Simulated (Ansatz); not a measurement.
`BC[SiH2]O` → `BC` + `O[SiH]` at 700 K and 1 bar (silylene formation by 1,1-elimination).

Calculated with Ansatz (gas phase, PBE0-D4/def2-TZVP geometries, no zero-point term in ΔE). CBS: MP2 limit from def2 TZ/QZ plus the TZ coupled-cluster correction, frozen cores. This one scheme is used for every species. Each species was taken in one conformer, which may not be the lowest.

```tsv
species	CCSD(T)/CBS energy (Eh)	H − E (kJ/mol)	S (J/(mol·K))
`BC[SiH2]O`	-431.34785	285.4	451.9
`BC`	-65.83255	189.6	311.0
`O[SiH]`	-365.43832	87.6	287.3
```

H − E and S are ideal-gas, rigid-rotor, harmonic terms from PBE0-D4/def2-TZVP, for one conformer and one mirror image of each species. 1 Eh = 2625.50 kJ/mol, R = 8.31446 J/(mol·K).

**Question.** By hand: ΔE, ΔH, ΔS and ΔG.

**Answer.** ΔE = (-65.83255) + (-365.43832) − (-431.34785) = 0.07698 Eh = 202.1 kJ/mol. Δ(H − E) = 189.6 + 87.6 − 285.4 = -8.2, so ΔH = 193.9 kJ/mol. ΔS = 311.0 + 287.3 − 451.9 = 146.4 J/(mol·K). ΔG = 193.9 − 700 × (146.4)/1000 = 91.4 kJ/mol.

**Question.** By hand: the equilibrium constant, and the temperature at which ΔG would vanish if ΔH and ΔS stayed fixed.

**Answer.** log₁₀ K = −ΔG/(RT ln 10) = -6.8. ΔG = 0 at ΔH/ΔS = 1324 K.

The number of gas molecules changes by +1, which sets the sign of ΔS. A doubt of 5 kJ/mol in ΔE shifts log₁₀ K by 0.4 here. Other conformers and mirror images would add mixing entropy, several J/(mol·K) or more a flexible species. These are equilibria of isolated gas molecules and say nothing of rates. Largest T1 diagnostic: 0.016 (customary marks: 0.02 for closed shells, 0.045 for open ones).
